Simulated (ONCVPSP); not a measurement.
Which change was made? (Kr, ONCV)

* Element: Kr (Z = 36)
* Generator: ONCVPSP 4.0.1
* Type: optimised norm-conserving Vanderbilt (ONCV)
* Functional: PBE
* Relativity: scalar-relativistic
* Frozen core: [Ar] 3d10
* Valence charge: 8
* Reference configuration: 4s2 4p6
* Partial waves: 4s: rc 1.45 bohr, ncon 4, nbas 8, qcut 5.5 1/bohr, 1 projector; 4p: rc 1.20 bohr, ncon 4, nbas 8, qcut 8 1/bohr, 2 projectors, debl 2.1 Ha; d scattering state at 0.1 Ha: rc 1.20 bohr, ncon 4, nbas 7, qcut 7.8 1/bohr, 3 projectors, debl 1.3 Ha
* Local potential: polynomial inside 1.20 bohr (lpopt 1, dvloc0 0 Ha)
* Core correction: none

Cutoffs, loose and tight: the cutoffs (Ha) at which the residual kinetic energy of the hardest occupied pseudo-wave falls to 1 and 0.1 mHa per electron. They do not see the model core or the augmentation charge, which bear on the density cutoff. Test errors are all-electron minus pseudo excitation energies from the reference, over the configurations 4s2 4p5; 4s2 4p4; 4s2 4p3; 4s1 4p6; variants that change the core or the reference have their own tests.

The base gives: outcome: generated; cutoff, loose: 30 Ha; cutoff, tight: 129 Ha; bound ghosts: p, d; GHOST(+) flags above zero: none; largest test error (meV): -36.

Q: After one change the result is: outcome: generated; cutoff, loose: 38 Ha; cutoff, tight: 135 Ha; bound ghosts: p, d; GHOST(+) flags above zero: none; largest test error (meV): -38. Which change was it?
A. p: qcut 7.3
B. p: qcut 10.4
C. p: qcut 5.6
D. p: qcut 11.9

A: A. The others give: p: qcut 5.6 → outcome: generated; cutoff, loose: 67 Ha; cutoff, tight: 138 Ha; bound ghosts: p, d; GHOST(+) flags above zero: p; largest test error (meV): -32 | p: qcut 10.4 → outcome: generated; cutoff, loose: 42 Ha; cutoff, tight: 50 Ha; bound ghosts: p, d; GHOST(+) flags above zero: none; largest test error (meV): -28 | p: qcut 11.9 → outcome: failed: ERROR pspot: first pseudo wave function has node, program will stop.
